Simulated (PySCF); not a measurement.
C₂H₅ClOSi, SMILES C=C[Si@H](O)Cl. Atoms are numbered in the order given.

```xyz
10

C      2.2017     1.2816    -0.2982
C      1.5473     0.1102    -0.4337
Si    -0.3181     0.0373    -0.4945
O     -0.9913     1.5080    -0.0635
Cl    -0.9138    -1.4838     0.8125
H      1.6540     2.2377    -0.2255
H      3.3030     1.3428    -0.2566
H      2.1292    -0.8272    -0.5051
H     -0.8817    -0.2727    -1.8417
H     -0.7803     1.8077     0.8388
```
Charge 0, spin multiplicity 1.

Geometry optimised at PBE-D3(BJ)/def2-SVP. The structure was generated by enumeration; whether it is a known compound was not checked. Other conformers were not sampled.

Calculation: PySCF with PBE/def2-TZVP.

Gas-phase values at a fixed geometry.

| Quantity | Value |
|---|---|
| total energy | -903.77916 hartree |
| highest occupied level | -7.20 eV |
| lowest empty level | -1.98 eV |
| orbital gap | 5.22 eV |
| dipole moment | 2.13 D |
| quadrupole, principal values (traceless, Buckingham form, about the centre of nuclear charge) | -6.22, 0.94, 5.28 D·Å |
| mean static polarisability | 65.8 bohr³ (9.75 Å³) |
| polarisability, principal values | 52.9, 59.6, 84.8 bohr³ |
